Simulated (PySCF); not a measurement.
Members of one series of related molecules.

All values: PBE0/pcSseg-1 (PySCF) at GFN2-xTB geometries, gas phase, one conformer each.

Task: Rank by LUMO energy, highest first.
A. `C1C([Si@](O[SiH3])(C(N)=O)O1)=C`
B. `C=C1CO[Si@@]1(O[SiH3])S[SiH3]`
C. `C1([Si@@]2(O[SiH3])C(CO2)=C)CC1`
D. `C=C1CO[Si@@]1(CC#N)O[SiH3]`

Result: C (-0.32 eV), B (-0.62 eV), D (-0.76 eV), A (-0.97 eV).

Task: Rank by the highest IAO charge on any atom, highest value first.
A. `C=C1[Si@@](S)(O[SiH3])OC1`
B. `C1C([Si@@](C2CC2)(O[SiH3])O1)=C`
C. `[Si@]1(OCC1=C)(Cl)O[SiH3]`
D. `C=C1CO[Si@H]1O[SiH3]`
E. `C=C1CO[Si@@]1(O[SiH3])C(N)=O`
F. `O1CC([Si@@]1(O[SiH3])CC#N)=C`

Result: F (+1.444 e), B (+1.421 e), C (+1.390 e), E (+1.360 e), A (+1.329 e), D (+1.309 e).

All values together:

| SMILES | change | formula | μ (D) | HOMO (eV) | LUMO (eV) | lowest IAO charge (e) | highest IAO charge (e) | lowest Hirshfeld charge (e) | highest Hirshfeld charge (e) |
| --- | --- | --- | --- | --- | --- | --- | --- | --- | --- |
| C=C1CO[Si@H]1O[SiH3] | parent | C3H8O2Si2 | 1.70 | -7.73 | -0.58 | -0.870 (O) | +1.309 (Si) | -0.297 (O) | +0.472 (Si) |
| C=C1CO[Si@@]1(O[SiH3])C(N)=O | H on Si replaced by CONH2 | C4H9NO3Si2 | 3.78 | -7.17 | -0.97 | -0.862 (O) | +1.360 (Si) | -0.297 (O) | +0.474 (Si) |
| C=C1CO[Si@@]1(Cl)O[SiH3] | H on Si replaced by Cl | C3H7ClO2Si2 | 1.90 | -7.89 | -0.66 | -0.870 (O) | +1.390 (Si) | -0.300 (O) | +0.465 (Si) |
| C=C1CO[Si@]1(S)O[SiH3] | H on Si replaced by SH | C3H8O2SSi2 | 1.67 | -7.55 | -0.65 | -0.868 (O) | +1.329 (Si) | -0.295 (O) | +0.445 (Si) |
| C=C(C)[Si@@]1(O[SiH3])OCC1=C | H on Si replaced by isopropenyl | C6H12O2Si2 | 1.42 | -7.57 | -0.61 | -0.868 (O) | +1.396 (Si) | -0.292 (O) | +0.481 (Si) |
| C=C1CO[Si@@]1(O[SiH3])C1CC1 | H on Si replaced by cPr | C6H12O2Si2 | 1.80 | -7.43 | -0.32 | -0.872 (O) | +1.421 (Si) | -0.292 (O) | +0.486 (Si) |
| C=C1CO[Si@@]1(CC#N)O[SiH3] | H on Si replaced by CH2CN | C5H9NO2Si2 | 2.79 | -7.95 | -0.76 | -0.866 (O) | +1.444 (Si) | -0.294 (O) | +0.505 (Si) |
| C=C1CO[Si@@]1(O[SiH3])S[SiH3] | H on Si replaced by SSiH3 | C3H10O2SSi3 | 1.16 | -7.43 | -0.62 | -0.864 (O) | +1.319 (Si) | -0.296 (O) | +0.444 (Si) |

Conformers: `[CH2:1]=[C:2]1[CH2:3][O:4][Si@H:5]1[O:6][SiH3:7]` with O4–Si5–O6–Si7 39°; `[CH2:1]=[C:2]1[CH2:3][O:4][Si@@:5]1([O:6][SiH3:7])[C:8]([NH2:9])=[O:10]` with O4–Si5–O6–Si7 139°, O4–Si5–C8–N9 38°, Si5–C8–N9–H -7° and -175°; `[CH2:1]=[C:2]1[CH2:3][O:4][Si@@:5]1([Cl:6])[O:7][SiH3:8]` with O4–Si5–O7–Si8 -72°; `[CH2:1]=[C:2]1[CH2:3][O:4][Si@:5]1([SH:6])[O:7][SiH3:8]` with O4–Si5–S6–H 34°, O4–Si5–O7–Si8 140°; `[CH2:1]=[C:2]([CH3:3])[Si@@:4]1([O:5][SiH3:6])[O:7][CH2:8][C:9]1=[CH2:10]` with C1–C2–Si4–O5 7°, C2–Si4–O5–Si6 171°; `[CH2:1]=[C:2]1[CH2:3][O:4][Si@@:5]1([O:6][SiH3:7])[CH:8]1[CH2:9][CH2:10]1` with O4–Si5–O6–Si7 149°, O4–Si5–C8–C9 -92°; `[CH2:1]=[C:2]1[CH2:3][O:4][Si@@:5]1([CH2:6][C:7]#[N:8])[O:9][SiH3:10]` with O4–Si5–C6–C7 166°, O4–Si5–O9–Si10 -160°; `[CH2:1]=[C:2]1[CH2:3][O:4][Si@@:5]1([O:6][SiH3:7])[S:8][SiH3:9]` with O4–Si5–O6–Si7 125°, O4–Si5–S8–Si9 20°.

Task: Give the shifts from the parent, `C=C1CO[Si@H]1O[SiH3]`.

Result: 
```tsv
SMILES	change in μ (D)	change in HOMO (eV)	change in LUMO (eV)
C=C1CO[Si@@]1(O[SiH3])C(N)=O	+2.08	+0.56	-0.39
C=C1CO[Si@@]1(Cl)O[SiH3]	+0.20	-0.16	-0.08
C=C1CO[Si@]1(S)O[SiH3]	-0.03	+0.18	-0.07
C=C(C)[Si@@]1(O[SiH3])OCC1=C	-0.28	+0.16	-0.03
C=C1CO[Si@@]1(O[SiH3])C1CC1	+0.10	+0.30	+0.26
C=C1CO[Si@@]1(CC#N)O[SiH3]	+1.09	-0.22	-0.18
C=C1CO[Si@@]1(O[SiH3])S[SiH3]	-0.54	+0.30	-0.04
```
